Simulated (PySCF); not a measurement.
C₂H₄N (SMILES CC#[NH+]), charge +1, singlet, geometry from GFN2-xTB. Base run: MP2/6-31G** (PySCF).

Here is a job for PySCF.
```python
from pyscf import gto, scf, mp

mol = gto.Mole()
mol.atom = '''
    C     0.003341    0.001255   -1.237556
    C    -0.000401   -0.000151    0.148583
    N    -0.003502   -0.001315    1.296926
    H     0.008400    1.030122   -1.613517
    H     0.893030   -0.516106   -1.612697
    H    -0.888352   -0.509103   -1.617500
    H    -0.006208   -0.002332    2.299072
'''
mol.basis = '6-31g**'
mol.charge = 1
mol.spin = 0
mol.verbose = 5
mol.build()

mf = scf.RHF(mol)
mf.kernel()

pt = mp.MP2(mf)
pt.kernel()
print('E(MP2) = %.10f' % pt.e_tot)
```

Each row names what was changed in the base input (with any setting that the change needs).

| change | ΔE vs base (kcal/mol) | MP2 correlation (Eh) | basis functions |
|---|---|---|---|
| base | 0.000 | -0.42827 | 62 |
| frozen = 2 | (withheld) | (withheld) | 62 |
| method = ccsd(t) | -24.25 | -0.42827 | 62 |
| frozen = 3 | (withheld) | (withheld) | 62 |
| cart = on | -7.27 | -0.43958 | 65 |
| frozen = 4 | 43.91 | -0.35829 | 62 |
| density fitting = JK and correlation | 0.027 | -0.42827 | 62 |
| method = cisd | 15.04 | - | 62 |
| method = ccsd | -14.35 | -0.42827 | 62 |

Q: Fill in the missing entries.

A: 
- frozen = 2, ΔE vs base (kcal/mol): 3.16
- frozen = 2, MP2 correlation (Eh): -0.42323
- frozen = 3, ΔE vs base (kcal/mol): 5.06
- frozen = 3, MP2 correlation (Eh): -0.42021
